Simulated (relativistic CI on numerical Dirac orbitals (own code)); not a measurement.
# Level scheme of Te VII

Calculated at this level of theory: Dirac-Coulomb-Breit CI, KLI orbitals optimised for each configuration, QED by a radiative potential, valence Slater integrals scaled by 0.9, configuration energies shifted to the measured levels that pair with them (semi-empirical) (own radial code, finite nucleus).

Configuration list (outside the closed core [Ar] 3d10): 4s2 4p6 4d10, 4s2 4p6 4d9 5s, 4s2 4p6 4d9 5p, 4s2 4p6 4d9 4f, 4s2 4p6 4d8 4f2, 4s2 4p6 4d9 5d, 4s2 4p6 4d9 6s, 4s2 4p6 4d8 5s2, 4s2 4p6 4d9 6p, 4s2 4p6 4d9 5f, 4s2 4p6 4d9 6d, 4s2 4p5 4d10 4f, 4s2 4p6 4d8 5s 5p, 4s2 4p6 4d9 5g, 4s2 4p6 4d9 6f, 4s2 4p6 4d8 5p2, 4s2 4p6 4d8 4f 5s, 4s2 4p5 4d10 5s, 4s 4p6 4d10 4f, 4s2 4p6 4d8 4f 5p, 4s2 4p5 4d10 5p, 4s2 4p4 4d10 4f2. Levels of other configurations are missing.

| No. | Configuration | Term | J | E (eV) | % | Next component (%) | Lifetime (s) | jj configuration (%) |
| --- | --- | --- | --- | --- | --- | --- | --- | --- |
| 41 | 4s2 4p6 4d9 4f‡ | 1G° | 4 | 71.9832 | 46 | 37 3G° | 7.15e-06 | 4d3/2^3 4d5/2^6 4f5/2 (45) |
| 42 | 4s2 4p6 4d9 4f‡ | 3G° | 5 | 72.1252 | 62 | 27 1H° | 9.03e-06 | 4d3/2^3 4d5/2^6 4f7/2 (69) |
| 43 | 4s2 4p6 4d9 4f‡ | 3F° | 2 | 72.1395 | 63 | 22 1D° | 3.95e-06 | 4d3/2^3 4d5/2^6 4f5/2 (92) |
| 44 | 4s2 4p6 4d9 5d‡ | 1P | 1 | 72.3462 | 39 | 39 3P | 9.76e-11 | 4d3/2^3 4d5/2^6 5d5/2 (48) |
| 45 | 4s2 4p6 4d9 5d‡ | 3G | 3 | 72.5362 | 70 | 21 1F | 8.98e-11 | 4d3/2^3 4d5/2^6 5d3/2 (89) |
| 46 | 4s2 4p6 4d9 4f‡ | 3G° | 3 | 72.7179 | 67 | 17 3F° | 1.29e-06 | 4d3/2^3 4d5/2^6 4f7/2 (54) |
| 47 | 4s2 4p6 4d9 5d‡ | 3D | 1 | 72.7288 | 70 | 23 3P | 9.50e-11 | 4d3/2^3 4d5/2^6 5d3/2 (52) |
| 48 | 4s2 4p6 4d9 5d‡ | 3G | 4 | 72.8429 | 39 | 38 1G | 1.02e-10 | 4d3/2^3 4d5/2^6 5d5/2 (96) |
| 49 | 4s2 4p6 4d9 4f‡ | 3G° | 4 | 72.9127 | 49 | 40 1G° | 1.01e-05 | 4d3/2^3 4d5/2^6 4f7/2 (92) |
| 50 | 4s2 4p6 4d9 5d‡ | 1D | 2 | 73.0303 | 47 | 35 3D | 9.99e-11 | 4d3/2^3 4d5/2^6 5d5/2 (74) |
| 51 | 4s2 4p6 4d9 5d‡ | 3F | 2 | 73.1406 | 82 | 9 3D | 9.22e-11 | 4d3/2^3 4d5/2^6 5d3/2 (77) |
| 52 | 4s2 4p6 4d9 5d‡ | 3F | 3 | 73.2943 | 52 | 34 1F | 1.01e-10 | 4d3/2^3 4d5/2^6 5d5/2 (94) |
| 53 | 4s2 4p6 4d9 4f‡ | 1F° | 3 | 73.6305 | 77 | 18 3G° | 1.39e-07 | 4d3/2^3 4d5/2^6 4f5/2 (68) |
| 54 | 4s2 4p6 4d9 5d‡ | 1S | 0 | 76.8542 | 93 | 4 4s2 4p6 4d9 6d 1S | 6.01e-11 | 4d3/2^3 4d5/2^6 5d3/2 (49) |
| 55 | 4s2 4p6 4d9 6s‡ | 3D | 3 | 78.6249 | 100 |  | 6.13e-11 | 4d5/2^5 6s (100) |
| 56 | 4s2 4p6 4d9 6s‡ | 1D | 2 | 78.7405 | 53 | 47 3D | 6.12e-11 | 4d5/2^5 6s (99) |
| 57 | 4s2 4p6 4d9 6s‡ | 3D | 1 | 80.1178 | 100 |  | 6.14e-11 | 4d3/2^3 4d5/2^6 6s (100) |
| 58 | 4s2 4p6 4d9 6s‡ | 3D | 2 | 80.2043 | 53 | 47 1D | 6.12e-11 | 4d3/2^3 4d5/2^6 6s (99) |
| 59 | 4s2 4p6 4d9 4f‡ | 1P° | 1 | 80.7212 | 71 | 25 4s2 4p6 4d9 5f 1P° | 2.85e-12 | 4d5/2^5 4f7/2 (36) |
| 60 | 4s2 4p6 4d8 5s2‡ | 3F | 4 | 80.9281 | 95 | 2 4s2 4p6 4d8 5p2 3F | 7.17e-08 | 4d5/2^4 (88) |
| 61 | 4s2 4p6 4d8 5s2‡ | 3F | 3 | 82.2418 | 98 | 2 4s2 4p6 4d8 5p2 3F | 3.34e-08 | 4d3/2^3 4d5/2^5 (98) |
| 62 | 4s2 4p6 4d8 5s2‡ | 3F | 2 | 82.3830 | 52 | 35 1D | 3.61e-08 | 4d5/2^4 (67) |
| 63 | 4s2 4p6 4d9 6p‡ | 3P° | 2 | 83.5579 | 79 | 17 3D° | 1.66e-10 | 4d5/2^5 6p1/2 (88) |
| 64 | 4s2 4p6 4d8 5s2‡ | 3P | 2 | 83.6418 | 55 | 33 3F | 1.92e-08 | 4d3/2^3 4d5/2^5 (46) |
| 65 | 4s2 4p6 4d9 6p‡ | 3F° | 3 | 83.6973 | 51 | 37 1F° | 1.63e-10 | 4d5/2^5 6p1/2 (98) |
| 66 | 4s2 4p6 4d9 6p‡ | 3F° | 4 | 84.2247 | 100 |  | 1.90e-10 | 4d5/2^5 6p3/2 (100) |
| 67 | 4s2 4p6 4d9 6p‡ | 3P° | 1 | 84.3541 | 53 | 37 1P° | 4.10e-11 | 4d5/2^5 6p3/2 (93) |
| 68 | 4s2 4p6 4d9 6p‡ | 1D° | 2 | 84.4287 | 47 | 24 3D° | 1.85e-10 | 4d5/2^5 6p3/2 (86) |
| 69 | 4s2 4p6 4d8 5s2‡ | 3P | 0 | 84.5032 | 91 | 7 1S | 1.53e-08 | 4d5/2^4 (65) |
| 70 | 4s2 4p6 4d9 6p‡ | 3D° | 3 | 84.5704 | 78 | 21 1F° | 1.87e-10 | 4d5/2^5 6p3/2 (98) |

Energies count from the lowest computed level; ° marks odd parity; lifetimes are radiative, by E1, M1, E2 decay to levels of this space only. Filled j subshells are mostly left out of the jj labels. ‡ marks configurations that were not tied to measured data.

The mean weight of the leading LS term, summed over parents, in these 30 levels is 68 %, and that of the leading jj configuration (from the same eigenvectors) 79 %, so jj coupling describes them better and the LS labels are nominal.

Configurations whose levels could be paired with our table of measured levels were shifted onto them, all but the ground configuration, by the median error of their levels; single terms can still be off by 1,000 to 2,000 cm⁻¹ or more, and rates follow the energies as ν³ (E1, M1) or ν⁵ (E2). The others borrow a shift and can be off by several thousand cm⁻¹ or more. Levels and lines within the n = 5 or 6 shells can be off by up to 10 % or somewhat more, and those that change n by about 2 %, since core polarisation is missing. 12 of the 14 excited levels that our extract of the measured tables holds in this range could be paired (the sources list more); they are missed by 540 cm⁻¹ on average and 1345 at most, after the shifts were fitted to these levels, and levels without a partner can miss by more.

LS names give the leading component of a level, which can be under half, so a name can repeat, a term be missing and a line seem to break the LS rules.
